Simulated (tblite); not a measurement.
Parent: `[CH2:1]=[C:2]([CH3:3])[PH:4][c:5]1[cH:6][cH:7][cH:8][s:9]1` with C1–C2–P4–C5 112°, C2–P4–C5–C6 117°, C7H9PS.

Computed geometry: GFN2-xTB, gas phase. One conformer each, not checked by frequencies here.

```json
{"coordinate of the parent": "C1=C2", "value": "1.325 Å"}
{"coordinate of the parent": "C2–C3", "value": "1.497 Å"}
{"coordinate of the parent": "C2–P4", "value": "1.839 Å"}
{"coordinate of the parent": "P4–C5", "value": "1.817 Å"}
{"coordinate of the parent": "C5–C6", "value": "1.365 Å"}
{"coordinate of the parent": "C6–C7", "value": "1.411 Å"}
{"coordinate of the parent": "C7–C8", "value": "1.358 Å"}
{"coordinate of the parent": "C8–S9", "value": "1.716 Å"}
{"coordinate of the parent": "C5–S9", "value": "1.741 Å"}
{"coordinate of the parent": "C1–C2–C3", "value": "123.7°"}
{"coordinate of the parent": "C1–C2–P4", "value": "122.0°"}
{"coordinate of the parent": "C3–C2–P4", "value": "114.2°"}
{"coordinate of the parent": "C2–P4–C5", "value": "97.7°"}
{"coordinate of the parent": "P4–C5–C6", "value": "126.3°"}
{"coordinate of the parent": "P4–C5–S9", "value": "122.9°"}
{"coordinate of the parent": "C6–C5–S9", "value": "110.9°"}
{"coordinate of the parent": "C5–C6–C7", "value": "113.2°"}
{"coordinate of the parent": "C6–C7–C8", "value": "112.5°"}
{"coordinate of the parent": "C7–C8–S9", "value": "112.4°"}
{"coordinate of the parent": "C5–S9–C8", "value": "91.1°"}
```

How does the shared frame change in `[CH2:1]=[C:2]([CH3:3])[P@@H+:4]([CH3:5])[c:6]1[cH:7][cH:8][cH:9][s:10]1` (charge +1) with C1–C2–P4–C5 -6°, C2–P4–C6–C7 -49°, [C8H12PS]+? Atoms pair as C1 = C1, C2 = C2, C3 = C3, P4 = P4, C5 = C6, C6 = C7, C7 = C8, C8 = C9, S9 = S10 (parent first).

```json
{"parent": "C1=C2", "relative": "C1=C2", "value in the relative": "1.328 Å", "change": "+0.003"}
{"parent": "C2–C3", "relative": "C2–C3", "value in the relative": "1.495 Å", "change": "-0.002"}
{"parent": "C2–P4", "relative": "C2–P4", "value in the relative": "1.806 Å", "change": "-0.033"}
{"parent": "P4–C5", "relative": "P4–C6", "value in the relative": "1.775 Å", "change": "-0.042"}
{"parent": "C5–C6", "relative": "C6–C7", "value in the relative": "1.375 Å", "change": "+0.010"}
{"parent": "C6–C7", "relative": "C7–C8", "value in the relative": "1.404 Å", "change": "-0.007"}
{"parent": "C7–C8", "relative": "C8–C9", "value in the relative": "1.363 Å", "change": "+0.005"}
{"parent": "C8–S9", "relative": "C9–S10", "value in the relative": "1.705 Å", "change": "-0.011"}
{"parent": "C5–S9", "relative": "C6–S10", "value in the relative": "1.742 Å", "change": "+0.001"}
{"parent": "C1–C2–C3", "relative": "C1–C2–C3", "value in the relative": "126.0°", "change": "+2.3"}
{"parent": "C1–C2–P4", "relative": "C1–C2–P4", "value in the relative": "120.9°", "change": "-1.1"}
{"parent": "C3–C2–P4", "relative": "C3–C2–P4", "value in the relative": "113.1°", "change": "-1.1"}
{"parent": "C2–P4–C5", "relative": "C2–P4–C6", "value in the relative": "110.6°", "change": "+12.9"}
{"parent": "P4–C5–C6", "relative": "P4–C6–C7", "value in the relative": "127.6°", "change": "+1.3"}
{"parent": "P4–C5–S9", "relative": "P4–C6–S10", "value in the relative": "120.7°", "change": "-2.2"}
{"parent": "C6–C5–S9", "relative": "C7–C6–S10", "value in the relative": "111.7°", "change": "+0.8"}
{"parent": "C5–C6–C7", "relative": "C6–C7–C8", "value in the relative": "112.0°", "change": "-1.2"}
{"parent": "C6–C7–C8", "relative": "C7–C8–C9", "value in the relative": "112.8°", "change": "+0.3"}
{"parent": "C7–C8–S9", "relative": "C8–C9–S10", "value in the relative": "113.0°", "change": "+0.6"}
{"parent": "C5–S9–C8", "relative": "C6–S10–C9", "value in the relative": "90.5°", "change": "-0.6"}
```

Of the parent's bonds, P4–C5 changes most (-0.042 Å). Bonds of the relative outside the shared frame: P4–C5 1.807 Å. Point group C1 → C1.

How does the shared frame change in `[CH2:1]=[C:2]([CH3:3])[PH2+:4][c:5]1[cH:6][cH:7][cH:8][s:9]1` (charge +1) with C1–C2–P4–C5 114°, C2–P4–C5–C6 114°, [C7H10PS]+? Atoms pair as C1 = C1, C2 = C2, C3 = C3, P4 = P4, C5 = C5, C6 = C6, C7 = C7, C8 = C8, S9 = S9 (parent first).

```csv
parent,relative,value in the relative,change
C1=C2,C1=C2,1.329 Å,+0.004
C2–C3,C2–C3,1.495 Å,-0.002
C2–P4,C2–P4,1.804 Å,-0.035
P4–C5,P4–C5,1.767 Å,-0.050
C5–C6,C5–C6,1.379 Å,+0.014
C6–C7,C6–C7,1.402 Å,-0.009
C7–C8,C7–C8,1.364 Å,+0.006
C8–S9,C8–S9,1.706 Å,-0.010
C5–S9,C5–S9,1.744 Å,+0.003
C1–C2–C3,C1–C2–C3,126.6°,+2.9
C1–C2–P4,C1–C2–P4,119.9°,-2.1
C3–C2–P4,C3–C2–P4,113.4°,-0.8
C2–P4–C5,C2–P4–C5,113.5°,+15.8
P4–C5–C6,P4–C5–C6,127.6°,+1.3
P4–C5–S9,P4–C5–S9,120.6°,-2.3
C6–C5–S9,C6–C5–S9,111.8°,+0.9
C5–C6–C7,C5–C6–C7,111.9°,-1.3
C6–C7–C8,C6–C7–C8,112.8°,+0.3
C7–C8–S9,C7–C8–S9,113.1°,+0.7
C5–S9–C8,C5–S9–C8,90.3°,-0.8
```

Of the parent's bonds, P4–C5 changes most (-0.050 Å). Point group C1 → C1.
